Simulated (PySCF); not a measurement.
Atomic charges against the basis set

C5H6F2.
Atom-mapped SMILES: `[CH3:1][C@@H:2]([F:3])[C@@H:4]1[CH:5]=[C:6]1[F:7]` (hydrogens: H8, H9, H10 on C1; H11 on C2; H12 on C4; H13 on C5)

PBE0 throughout (PySCF), one geometry, spherical d and f functions. Geometry: PBE0-D3(BJ)/def2-SVP, one conformer, isolated molecule. The first 7 of 11 kinds of atom are listed.

Mulliken charges (e):

```csv
basis,functions,C1,C2,F3,C4,C5,C6,F7
STO-3G,41,-0.245,+0.041,-0.123,-0.080,-0.128,+0.071,-0.034
6-31G,75,-0.513,+0.173,-0.353,-0.239,-0.096,+0.203,-0.256
pcSseg-0,75,-0.644,+0.102,-0.392,-0.362,-0.101,+0.233,-0.325
6-31G*,110,-0.567,+0.238,-0.359,-0.237,-0.181,+0.286,-0.244
cc-pVDZ,128,-0.064,+0.178,-0.250,-0.077,-0.026,+0.114,-0.089
def2-SVP,128,-0.057,+0.236,-0.284,-0.165,-0.145,+0.296,-0.146
aug-cc-pVDZ,215,+0.234,+0.707,-0.569,+0.683,+0.801,+0.068,-0.455
"6-311+G(2d,p)",225,-0.552,+0.159,-0.268,+0.119,-0.064,+0.079,-0.296
def2-TZVP,253,-0.382,+0.181,-0.231,-0.169,-0.152,+0.174,-0.148
cc-pVTZ,294,-0.299,+0.209,-0.234,-0.113,-0.203,+0.158,-0.102
IGLO-III,305,-0.376,+0.130,-0.274,-0.028,-0.132,+0.162,-0.186
```

IAO charges (e):

```tsv
basis	functions	C1	C2	F3	C4	C5	C6	F7
STO-3G	41	-0.411	+0.019	-0.146	-0.159	-0.172	+0.131	-0.053
6-31G	75	-0.450	+0.148	-0.318	-0.145	-0.206	+0.253	-0.201
pcSseg-0	75	-0.443	+0.139	-0.304	-0.163	-0.202	+0.247	-0.185
6-31G*	110	-0.431	+0.177	-0.326	-0.135	-0.218	+0.290	-0.211
cc-pVDZ	128	-0.430	+0.177	-0.328	-0.136	-0.222	+0.290	-0.210
def2-SVP	128	-0.420	+0.178	-0.330	-0.135	-0.215	+0.290	-0.210
aug-cc-pVDZ	215	-0.439	+0.177	-0.344	-0.136	-0.222	+0.294	-0.221
6-311+G(2d,p)	225	-0.441	+0.176	-0.345	-0.137	-0.221	+0.295	-0.222
def2-TZVP	253	-0.442	+0.180	-0.344	-0.138	-0.224	+0.299	-0.222
cc-pVTZ	294	-0.443	+0.179	-0.341	-0.139	-0.225	+0.298	-0.219
IGLO-III	305	-0.443	+0.177	-0.345	-0.137	-0.223	+0.297	-0.223
```

Hirshfeld charges (e):

```
        basis  functions      C1      C2      F3      C4      C5      C6      F7
       STO-3G         41  -0.051  +0.081  -0.096  -0.032  -0.087  +0.047  +0.016
        6-31G         75  -0.108  +0.068  -0.144  -0.041  -0.068  +0.072  -0.056
     pcSseg-0         75  -0.112  +0.068  -0.136  -0.043  -0.066  +0.079  -0.046
       6-31G*        110  -0.109  +0.062  -0.134  -0.043  -0.071  +0.073  -0.045
      cc-pVDZ        128  -0.121  +0.055  -0.118  -0.051  -0.068  +0.072  -0.037
     def2-SVP        128  -0.123  +0.058  -0.125  -0.051  -0.067  +0.080  -0.044
  aug-cc-pVDZ        215  -0.132  +0.046  -0.127  -0.059  -0.067  +0.080  -0.055
6-311+G(2d,p)        225  -0.124  +0.047  -0.131  -0.059  -0.065  +0.079  -0.057
    def2-TZVP        253  -0.128  +0.048  -0.127  -0.057  -0.067  +0.081  -0.054
      cc-pVTZ        294  -0.129  +0.049  -0.124  -0.056  -0.068  +0.081  -0.051
     IGLO-III        305  -0.132  +0.046  -0.127  -0.059  -0.067  +0.082  -0.055
```

ESP-fitted charges (e):

| basis | functions | C1 | C2 | F3 | C4 | C5 | C6 | F7 |
| --- | --- | --- | --- | --- | --- | --- | --- | --- |
| STO-3G | 41 | -0.519 | +0.291 | -0.157 | -0.150 | -0.314 | +0.217 | -0.045 |
| 6-31G | 75 | -0.534 | +0.485 | -0.317 | -0.205 | -0.338 | +0.318 | -0.176 |
| pcSseg-0 | 75 | -0.669 | +0.581 | -0.333 | -0.255 | -0.400 | +0.355 | -0.175 |
| 6-31G* | 110 | -0.515 | +0.368 | -0.248 | -0.148 | -0.348 | +0.221 | -0.097 |
| cc-pVDZ | 128 | -0.470 | +0.375 | -0.261 | -0.106 | -0.339 | +0.201 | -0.095 |
| def2-SVP | 128 | -0.484 | +0.399 | -0.274 | -0.120 | -0.348 | +0.231 | -0.114 |
| aug-cc-pVDZ | 215 | -0.561 | +0.414 | -0.291 | -0.114 | -0.360 | +0.229 | -0.126 |
| 6-311+G(2d,p) | 225 | -0.573 | +0.422 | -0.296 | -0.115 | -0.363 | +0.222 | -0.123 |
| def2-TZVP | 253 | -0.562 | +0.400 | -0.279 | -0.116 | -0.368 | +0.225 | -0.117 |
| cc-pVTZ | 294 | -0.540 | +0.372 | -0.267 | -0.107 | -0.361 | +0.213 | -0.108 |
| IGLO-III | 305 | -0.554 | +0.391 | -0.283 | -0.110 | -0.356 | +0.222 | -0.121 |

**Question.** Which scheme is steadiest as the basis changes?

**Answer.** Largest range over the bases for any column: Hirshfeld 0.08 e, IAO 0.20 e, ESP-fitted 0.29 e, Mulliken 1.04 e. Hirshfeld charges move least and Mulliken charges most, counted in e. Without the minimal STO-3G basis the ranges are Hirshfeld 0.03, IAO 0.05, ESP-fitted 0.21, Mulliken 1.04 e.

**Question.** How much do the charges still move between the two largest bases, cc-pVTZ and IGLO-III?

**Answer.** At most, over all atoms: Mulliken 0.085 e, IAO 0.004 e, Hirshfeld 0.004 e, ESP-fitted 0.018 e.

**Question.** What do the same runs give for the total energy, the frontier levels and the dipole moment?

**Answer.** 
```tsv
basis	energy (Eh)	HOMO (eV)	LUMO (eV)	μ (D)
STO-3G	-388.0882	-4.45	3.78	0.94
6-31G	-393.1896	-7.39	0.41	0.77
pcSseg-0	-392.3786	-7.72	0.04	0.85
6-31G*	-393.2873	-7.16	0.69	0.83
cc-pVDZ	-393.3186	-7.28	0.47	0.84
def2-SVP	-393.0064	-7.40	0.34	0.84
aug-cc-pVDZ	-393.3478	-7.47	-0.07	0.77
6-311+G(2d,p)	-393.4190	-7.50	-0.03	0.79
def2-TZVP	-393.4567	-7.45	0.15	0.78
cc-pVTZ	-393.4402	-7.41	0.24	0.77
IGLO-III	-393.4632	-7.48	0.04	0.78
```

The dipole is fixed by the density alone, so its range of 0.17 D shows that the density itself changes with the basis, not only its division among atoms.
